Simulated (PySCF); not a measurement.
1,3-dibromopropa-1,2-diene (C3H2Br2), SMILES BrC=C=CBr.

The structure is a stationary point at B3LYP-D3(BJ)/def2-SVP.

Method: CAM-B3LYP/def2-TZVP run with PySCF.

The molecule is in vacuum.

Q: Estimate the frontier levels, gap, dipole moment and polarisability. (The exact figures need the calculation; the answer reports its results.)

A: 
```json
{
  "highest_occupied_level": "-8.92 eV",
  "lowest_empty_level": "-0.36 eV",
  "orbital_gap": "8.56 eV",
  "dipole_moment": "0.284 e·Å",
  "quadrupole, principal values (traceless, Buckingham form, about the centre of nuclear charge)": "-4.77, 1.98, 2.79 D·Å",
  "mean_static_polarisability": "81.4 bohr³ (12.07 Å³)",
  "polarisability_principal_values": "53.4, 57.9, 133.0 bohr³"
}
```
